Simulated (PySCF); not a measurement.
## Exercise with solution: refractive index and permittivity of the vapour

Pb(NH2)2 (H₄N₂Pb), SMILES [Pb]([NH2])[NH2] (connectivity only; charge and spin as stated), neutral, multiplicity 1.

Geometry optimised at B3LYP-D3(BJ)/def2-SVP. A frequency run showed that this geometry is not a minimum. The def2 effective core potentials stand for the cores of Pb; spin–orbit coupling is left out. One conformer was computed; it need not be the lowest.

PySCF with r2SCAN/def2-TZVPD gives a mean static polarisability of 68.5 bohr³ and a dipole moment of 0.81 D. Take an ideal gas at 298.15 K and 0.01 bar, whether or not the substance is that volatile.

Q: Work out n − 1 in the optical limit and the static ε − 1.

A: 
Polarisability volume α' = 68.5 × 0.148185 = 10.15 Å³. Number density N = p/kT = 2.43e-7 Å⁻³.
Dilute limit of Lorentz–Lorenz: n − 1 = 2π N α' = 1.5e-5.
Orientation term of Debye: μ²/(3kT) = 8.098 Å³ × μ²(D²) = 5.31 Å³.
ε − 1 = 4π N (α' + μ²/3kT) = 4.7e-5. Orientation of the dipole supplies 34 % of the static response; it can't follow optical fields. Vibrational polarisation and dispersion are left out.
